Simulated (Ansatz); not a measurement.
`CC#[N+][Al-]([CH3])([CH3])[OH]`, relaxed with RKS PBE-D4/def2-SVP in Ansatz from a rough embedded geometry. The force threshold is 0.03 eV/Å; the program also tests the step.

Charge 0, multiplicity 1.

Start:

```xyz
17

C     1.836    2.849    1.006
C     1.111    1.557    0.672
N     0.523    0.561    0.399
Al   -0.387   -0.923    0.048
C    -2.355   -0.694    0.330
C    -0.107   -1.418   -1.920
O     0.225   -2.332    1.048
H     1.795    2.975    2.140
H     2.948    2.679    0.697
H     1.408    3.647    0.465
H    -2.685    0.139   -0.318
H    -2.869   -1.608    0.083
H    -2.499   -0.508    1.387
H    -0.643   -2.360   -2.197
H    -0.495   -0.564   -2.569
H     1.002   -1.565   -2.102
H     1.193   -2.435    0.831
```

```csv
step,energy (eV),largest force (eV/Å),largest move (Å)
1,-14424.5525,4.592,0.000
2,-14425.2555,2.083,0.186
3,-14425.5411,1.437,0.123
4,-14425.6601,0.228,0.200
5,-14425.6616,0.556,0.124
6,-14425.6838,0.089,0.045
7,-14425.6849,0.041,0.020
8,-14425.6864,0.060,0.042
9,-14425.6877,0.058,0.068
10,-14425.6882,0.053,0.041
11,-14425.6884,0.033,0.033
12,-14425.6885,0.011,0.009
```

End:

```xyz
17

C     1.729    2.802    0.975
C     1.081    1.554    0.618
N     0.561    0.549    0.339
Al   -0.462   -1.216   -0.068
C    -2.269   -0.600    0.447
C     0.023   -1.430   -1.982
O     0.265   -2.286    1.116
H     1.667    2.960    2.071
H     2.796    2.778    0.676
H     1.231    3.649    0.463
H    -2.583    0.322   -0.089
H    -3.030   -1.378    0.216
H    -2.339   -0.396    1.536
H    -0.478   -2.320   -2.424
H    -0.299   -0.556   -2.590
H     1.114   -1.562   -2.153
H     0.992   -2.869    0.848
```

Hardware: 4 threads of an Arm Neoverse V1 on a shared host. Wall time 27 s, peak host memory 0.22 GiB.
